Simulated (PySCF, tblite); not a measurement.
Isomers of [C3H4NO3S]- (charge -1), one GFN2-xTB conformer each. Single-point energies are computed at PBE0/pcSseg-1 (PySCF, gas phase, no added dispersion term), electronic only.

Task: Rank them by PBE0/pcSseg-1 energy, lowest first (kcal/mol).
A. `[CH3:1][O:2][C@@H:3]([C:4]#[N:5])[S@:6](=[O:7])[O-:8]` (charge -1) with C1–O2–C3–C4 172°, O2–C3–S6–O7 -178°
B. `[H]/[N:4]=[C:3](/[CH:2]=[CH2:1])[S:5](=[O:6])(=[O:7])[O-:8]` (charge -1) with C1–C2–C3–N4 173°, C2–C3–S5–O6 63°

Result: B (0.0), A (8.8).

As drawn, the lower has an N–H bond, which the higher lacks. GFN2-xTB itself gives, in the same order: 0.0, 4.4. Both levels put the same isomer lowest.

Task: What happens when harmonic zero-point energies from GFN2-xTB frequencies are added?

Result: 
```
                    SMILES  ZPE (kcal/mol)  electronic (kcal/mol)  with ZPE (kcal/mol)
[H]/N=C(/C=C)S(=O)(=O)[O-]            46.7                    0.0                  0.0
 CO[C@@H](C#N)[S@](=O)[O-]            45.8                    8.8                  8.0
```

The zero-point energies span 0.9 kcal/mol. The order is unchanged.
